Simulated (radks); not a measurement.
All-electron atom: Ge VI in [Ar] 3d9. Method: scalar-relativistic Kohn-Sham, r2SCAN, spin-polarised, spherical densities, finite nucleus; open shells are filled with parallel spins first; meta-GGA in the generalised Kohn-Sham scheme; Fermi nuclear charge, rms radius 4.0742 fm; computed with a radial shooting solver on a logarithmic mesh with Libxc functionals.

Normalised radial functions P(r) = r R(r), r in bohr:

r	2p down	3s up	3d up
0.005056	0.0250	0.2007	0.0001
0.006377	0.0382	0.2404	0.0001
0.008106	0.0592	0.2858	0.0002
0.01022	0.0899	0.3323	0.0005
0.01289	0.1355	0.3778	0.0009
0.01626	0.2023	0.4170	0.0017
0.02067	0.3022	0.4420	0.0034
0.02607	0.4383	0.4396	0.0064
0.03287	0.6228	0.3970	0.0119
0.04146	0.8625	0.3002	0.0218
0.0527	1.1677	0.1322	0.0400
0.06646	1.5030	-0.0939	0.0702
0.08382	1.8414	-0.3587	0.1195
0.1057	2.1224	-0.6080	0.1963
0.1344	2.2708	-0.7606	0.3134
0.1695	2.2049	-0.7107	0.4679
0.2137	1.9098	-0.4061	0.6582
0.2695	1.4380	0.1272	0.8651
0.3399	0.9125	0.7506	1.0533
0.4321	0.4604	1.2585	1.1800
0.5449	0.1849	1.4283	1.1923
0.6872	0.0547	1.2521	1.0835
0.8667	0.0112	0.8676	0.8793
1.102	0.0013	0.4578	0.6187
1.389	0.0001	0.1846	0.3763
1.752	0.0000	0.0527	0.1883
2.21	0.0000	0.0099	0.0732

2p down: eigenvalue -1286.2 eV, 0 radial nodes, <r> = 0.184 bohr, 90 % of the charge inside 0.300 bohr. 3s up: eigenvalue -250.84 eV, 2 radial nodes at r = 0.0608, 0.257 bohr, <r> = 0.617 bohr, 90 % of the charge inside 0.920 bohr. 3d up: eigenvalue -105.86 eV, 0 radial nodes, <r> = 0.680 bohr, 90 % of the charge inside 1.12 bohr.
